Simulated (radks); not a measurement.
The numbers below are computed, except where a source is named.
Question: Ionisation of Ag+, [Kr] 4d10, to Ag2+, [Kr] 4d9, under several functionals. Scalar-relativistic Kohn-Sham, spin-polarised, spherical densities, point nucleus; open shells are filled with parallel spins first (spin-orbit coupling, left out, can overturn this in heavy ions); a radial shooting solver on a logarithmic mesh with Libxc functionals. The NIST Atomic Spectra Database gives 21.484 eV (measured). Rank these functionals by the error of their Delta-SCF ionisation energy: exchange-only B88; exchange-only LDA; revPBE; BLYP; LDA (Slater exchange, Perdew-Zunger correlation).

Answer: From best to worst: revPBE 21.839 eV (+0.354); BLYP 21.861 eV (+0.376); exchange-only B88 20.803 eV (-0.682); LDA (Slater exchange, Perdew-Zunger correlation) 22.222 eV (+0.738); exchange-only LDA 20.689 eV (-0.795). Open shells are spherical and high-spin; term and fine-structure splittings are not resolved.
